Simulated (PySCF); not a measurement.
# Radial density of Sn- (tin, charge -1)

B2PLYP, [Kr] 4d10 5s2 5p3, high-spin 4S determinant. Calculation: PySCF 2.14, in aug-cc-pVQZ-DK3; the spin-free X2C one-electron Hamiltonian (Gaussian nucleus).

| r (bohr) | 4πr²ρ (e/bohr) | 4πr²(ρα − ρβ) |
| --- | --- | --- |
| 0.0303 | 58.67 | 0.0094 |
| 0.0510 | 59.88 | 0.0216 |
| 0.0858 | 82.32 | 0.0125 |
| 0.144 | 61.23 | -0.0094 |
| 0.243 | 66.80 | 0.0375 |
| 0.408 | 37.05 | 0.0003 |
| 0.687 | 22.46 | 0.0919 |
| 1.16 | 13.98 | -0.0216 |
| 1.94 | 3.205 | 0.6486 |
| 3.27 | 1.312 | 0.8434 |
| 5.50 | 0.2931 | 0.2647 |
| 9.25 | 0.02671 | 0.0265 |
| 15.6 | 0.0004639 | 0.0005 |

Densities and radii are taken from the X2C orbitals without a picture-change correction, which distorts them close to the nucleus.

The outer electron is barely bound at this level, so radii and moments hang on the diffuse functions.

Problem. Where is the radial spin density 4πr²(ρα − ρβ) most negative, and why is it negative at all?

Solution. Around r = 1.16 bohr, down to -0.0216 e/bohr: exchange with the open shell polarises the paired shells in an unrestricted calculation.
